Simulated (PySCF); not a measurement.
PBE0-D3(BJ)/def2-TZVP geometry optimisation, IEF-PCM water with PySCF 2.14 and geomeTRIC: [VF5]2-, charge -2, multiplicity 3. Start (model start, shaken):

```
6

V     0.0000    0.0045   -0.0041
F    -0.0134   -0.0068    1.8651
F     0.0009    0.0201   -1.8874
F     1.8707    0.0073    0.0053
F    -0.9384    1.6142   -0.0004
F    -0.9296   -1.6483   -0.0069
```

```json
{"step": "0", "E − E(start) / kcal mol⁻¹": "0.00", "largest force / Eh bohr⁻¹": "0.02889"}
{"step": "1", "E − E(start) / kcal mol⁻¹": "-2.78", "largest force / Eh bohr⁻¹": "0.00547"}
{"step": "2", "E − E(start) / kcal mol⁻¹": "-3.02", "largest force / Eh bohr⁻¹": "0.00114"}
{"step": "3", "E − E(start) / kcal mol⁻¹": "-3.03", "largest force / Eh bohr⁻¹": "0.00020"}
```

The optimisation met its thresholds. End point:

```
6

V    -0.0034   -0.0017   -0.0009
F    -0.0088   -0.0104    1.9636
F     0.0018    0.0091   -1.9691
F     1.8459    0.0067   -0.0007
F    -0.9314    1.5992   -0.0014
F    -0.9139   -1.6118   -0.0198
```

Metal–donor distances, start → end: F2 1.869 → 1.965 Å, F3 1.883 → 1.968 Å, F4 1.871 → 1.849 Å, F5 1.863 → 1.850 Å, F6 1.896 → 1.850 Å.

No frequencies were computed, so the end point may be a saddle point.

The job took 2.2 min on one thread of Arm Neoverse V1 (shared host), with 200 basis functions and a peak of 1.2 GiB, launched as `OMP_NUM_THREADS=1 python lf_run.py task.json out`.
